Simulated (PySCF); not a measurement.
PySCF 2.14 output of an unrestricted PBE0 calculation on a single atom or ion in aug-cc-pVQZ-DK, with scalar relativity by spin-free X2C-1e:

```
SCF conv_tol = 1e-09
number electrons alpha = 12  beta = 9
    C. Adamo and V. Barone.,  J. Chem. Phys. 110, 6158 (1999)
    M. Ernzerhof and G. E. Scuseria.,  J. Chem. Phys. 110, 5029 (1999)
cycle= 1 E= -947.987573251427  delta_E= -0.00664  |g|= 0.0134  |ddm|= 1.06
cycle= 2 E= -947.9876289416  delta_E= -5.57e-05  |g|= 0.0048  |ddm|= 0.0355
cycle= 3 E= -947.987633092811  delta_E= -4.15e-06  |g|= 0.00172  |ddm|= 0.0296
cycle= 4 E= -947.987633711505  delta_E= -6.19e-07  |g|= 5.21e-05  |ddm|= 0.00489
cycle= 5 E= -947.987633713107  delta_E= -1.6e-09  |g|= 1.05e-05  |ddm|= 0.000402
cycle= 6 E= -947.987633713135  delta_E= -2.77e-11  |g|= 1.68e-07  |ddm|= 6.43e-05
converged SCF energy = -947.987633713135  <S^2> = 3.7507616  2S+1 = 4.0003808
```

The run itself started from symmetry-adapted Hartree-Fock orbitals and held the occupation by maximum overlap, on a logarithmic radial grid, so the iterations belong to that start.

Which element, charge and spin multiplicity is this?

V²⁺ (vanadium, charge +2), multiplicity 4; the state was [Ar] 3d2 4s1, high-spin 4F determinant (an excited configuration).
